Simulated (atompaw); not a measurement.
# Before and after: PAW (atompaw) potential for zinc

atompaw 4.2.0.5 input, output lines left out:

```
Zn 30
LDA-PW scalarrelativistic loggrid 1500 logderivrange -3 5 201
4 4 3 0 0 0
4 1 0
0 0 0
c
c
c
v
c
c
v
v
2
2.45 1.80 2.00 1.60
y
-0.1
n
y
0.65
n
y
-0.15
n
custom polynom vanderbiltortho besselshape
3 -0.5 ultrasoft
2.30
2.30
2.45
2.45
1.30
1.30
```

All-electron outer shells of the reference configuration (LDA (PW92), scalar-relativistic, ld1.x):

| shell | level (eV) | outermost node (bohr) | outermost maximum (bohr) |
| --- | --- | --- | --- |
| 3s | -128.63 | 0.28 | 0.59 |
| 3p | -83.26 | 0.25 | 0.59 |
| 3d | -10.42 | – | 0.56 |
| 4s | -6.22 | 0.85 | 2.09 |
| 4p | -1.23 | 0.92 | 3.04 |

Change: augmentation besselshape compensation charge, radius 1.80 bohr; PAW radius 2.45 bohr; waves and projectors: custom rrkj gramschmidtortho.

Cutoffs: the cutoffs (Ry, on a coarse ladder) from which the occupation-weighted sum of valence levels, in a spherical-Bessel basis at the reference potential, stays within 10 and 1 mRy of its value at 400 Ry; they do not see the model core or the augmentation charge, which bear on the density cutoff.

Question: What does the change do?

Answer: The potential gets softer (90 Ry and 160 Ry → 80 Ry and 120 Ry); neither file shows a bound ghost.

| quantity | base | changed |
| --- | --- | --- |
| cutoff, loose | 90 Ry | 80 Ry |
| cutoff, tight | 160 Ry | 120 Ry |
| loose cutoff by channel (10 mRy a level) | s 6 Ry, d 50 Ry | s 6 Ry, d 55 Ry |
| bound ghosts | none | none |
| s: phases at 2.47 bohr within 0.05 rad from the reference energy up to (Ry; the scan ends near 5) | 4.0 | 3.6 |
| p: phases at 2.47 bohr within 0.05 rad from the reference energy up to (Ry; the scan ends near 5) | 4.5 | 4.6 |
| d: phases at 2.47 bohr within 0.05 rad from the reference energy up to (Ry; the scan ends near 5) | to the end of the scan | to the end of the scan |
| lowest overlap eigenvalue by channel | s 0.13, p 0.49, d 0.98 | s 0.39, p 0.68, d 1.00 |

 The cutoffs see the waves, projectors and local potential, not the compensation charge or the core.
